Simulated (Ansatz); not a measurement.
A structure relaxed at PBE0-D4/def2-TZVP, charge 0, multiplicity 1:

```xyz
16

C     1.017   -1.447    0.396
C    -0.126   -0.544   -0.040
C    -0.718   -0.971   -1.372
N     0.303    0.849   -0.088
Si   -0.290    2.081    0.880
Cl   -2.305    2.327    0.665
Cl   -0.003    1.722    2.869
Cl    0.666    3.797    0.359
H     0.688   -2.486    0.468
H     1.835   -1.404   -0.329
H     1.405   -1.136    1.367
H    -0.915   -0.603    0.719
H     0.037   -0.909   -2.162
H    -1.553   -0.326   -1.648
H    -1.072   -2.004   -1.330
H     1.033    1.053   -0.752
```

Task: Give its formula and SMILES.

Result: C3H8Cl3NSi, `CC(C)N[Si](Cl)(Cl)Cl`.

Task: Point group (tolerance 0.08 Å, 0.16 Å for H)?

Result: C1.

Task: Summarise the bond lengths by kind.

Result: 2 × C–C 1.520 Å; 7 × C–H 1.091 to 1.097 Å; 1 × C–N 1.458 Å; 1 × N–Si 1.675 Å; 1 × H–N 1.008 Å; 3 × Cl–Si 2.033 to 2.042 Å.

Results of the Gaussian-basis code of Ansatz.
